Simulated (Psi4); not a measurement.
Torsional profile of SMILES C#C[SiH2][SiH2]C#C, singlet. Scanned: dihedral C2–Si3–Si4–C5; all other coordinates were relaxed at GFN2-xTB. GFN2-xTB can order the conformers of Si and Ge chains otherwise than DFT does. Points at φ and −φ are mirror images.

Geometry of the scan point at -140° (Å):
```
12

C     -3.5321     0.1325     0.9061
C     -2.4424     0.4054     0.4768
Si    -0.7490     0.7900    -0.1649
Si     0.7053    -0.9038     0.4529
C      2.3265    -0.1608     0.9498
C      3.3685     0.3496     1.2662
H     -4.4895    -0.0989     1.2777
H     -0.8961     0.9314    -1.6221
H     -0.3987     2.1089     0.3814
H      0.2506    -1.6944     1.6055
H      1.0124    -1.8392    -0.6407
H      4.2839     0.7882     1.5452
```

Calculation: Psi4 with DF-MP2 (frozen core)/cc-pVTZ // GFN2-xTB.

Scanned values (°): -160, -140, -120, -100, -80, -60, -40, -20, 0, 20, 40, 60, 80, 100, 120, 140, 160, 180.

**Question.** At which scan points does the profile have its minima and maxima, and how high do they lie?

**Answer.** Lower than their neighbours: -60° (0.00 kcal/mol), 60° (0.00 kcal/mol), 180° (0.00 kcal/mol). Higher than their neighbours: -120° (1.24 kcal/mol), 0° (1.27 kcal/mol), 120° (1.24 kcal/mol). The whole profile spans 1.27 kcal/mol.
